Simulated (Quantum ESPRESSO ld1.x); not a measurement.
Values are calculated unless marked as measured or tabulated.
Ta65+, configuration 1s1 2s2 2p4 3d1 (not the ground configuration).

Code: ld1.x of Quantum ESPRESSO 7.5. Model: scalar-relativistic Kohn-Sham, relativistic LDA (MacDonald-Vosko exchange, VWN5 correlation), spin-unpolarised, spherical densities, point nucleus.

Energy parts (hartree):
total: -7074.111
kinetic: 7910.885
electron-nucleus: -15336.181
Hartree: 418.027
exchange-correlation: -66.842

Orbitals (lengths in bohr, moments of r in powers of bohr; r(max) is where P^2 peaks):
| orbital | occ. | eigenvalue (hartree) | <r> | r(max) |
|---|---|---|---|---|
| 1s | 1 | -2738.07 | 0.01859 | 0.012 |
| 2s | 2 | -646.597 | 0.07646 | 0.066 |
| 2p | 4 | -599.198 | 0.06758 | 0.053 |
| 3d | 1 | -245.258 | 0.1533 | 0.131 |

The highest occupied level is 3d at -6673.8 eV. Summed over all electrons, <r^2> = 0.06346 bohr^2, which gives a Langevin (diamagnetic) susceptibility term of -0.0503 x 10^-6 cm^3/mol.
